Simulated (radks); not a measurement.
Species: neutral iridium. Configuration: [Xe] 4f14 5d6 6s2 6p1 (not the ground configuration). Calculated with a radial shooting solver on a logarithmic mesh with Libxc functionals: Dirac Kohn-Sham, PBEsol, spin-unpolarised, spherical densities, finite nucleus; open shells fill j = l - 1/2 first; Fermi nuclear charge, rms radius 5.4032 fm.

Normalised radial functions P(r) = r R(r) (large component), r in bohr:

```
   r/bohr * 6p1/2 (the largest magnitude, 0.548, reaches the edge; | marks zero)
 0.003201                             *
 0.005132                             |*
 0.008294                             |*
   0.0134                             | *
  0.02149                             |  *
  0.03473                             |   *
  0.05568                             | *
  0.08998                          *  |
   0.1454                        *    |
   0.2331                             |  *
   0.3767                             |      *
   0.6088                      *      |
   0.9761                   *         |
    1.577                             |         *
    2.529                             |                          *
    4.087                             |                      *
    6.605                             |         *
    10.59                             | *
```

6p1/2: eigenvalue -2.776 eV, 4 radial nodes at r = 0.0693, 0.205, 0.496, 1.29 bohr, <r> = 3.71 bohr, 90 % of the charge inside 5.70 bohr.
